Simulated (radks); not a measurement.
Spherical quantum dot in the effective-mass picture: electrons in a parabolic well V = omega^2 r^2 / 2 with omega = 0.157, all in effective atomic units (hartree* = m*/eps^2 hartree, bohr* = eps/m* bohr), one dielectric constant everywhere. Calculated with a radial shooting solver with Libxc functionals: non-relativistic Kohn-Sham, PBEsol, spin-polarised, spherical densities. Levels are named by radial order and angular momentum (1s, 1p, 1d, 2s, ...), and open shells are averaged over m.

N = 2, configuration 1s2. This is the lowest configuration that the search found. Occupied and some empty levels:

level  occupation  eigenvalue (hartree*)  <r> (bohr*)
1s              2                0.59503        3.322
1p              0                0.71206        4.160
1d              0                0.84385        4.838
2s              0                0.87114        4.447

Energy (hartree*): total 0.737851, kinetic 0.17911, external 0.31421, Hartree 0.54018, exchange-correlation -0.29565.

Electron density:

r (bohr*)  n(r) (e/bohr*^3)
0.502               0.01150
1.04                0.01078
1.58               0.009608
2.12               0.008077
2.65               0.006352
3.19               0.004627
3.73               0.003089
4.27               0.001868
4.81               0.001017
5.35              0.0005002
5.88              0.0002241
6.42             0.00009195
6.96             0.00003439
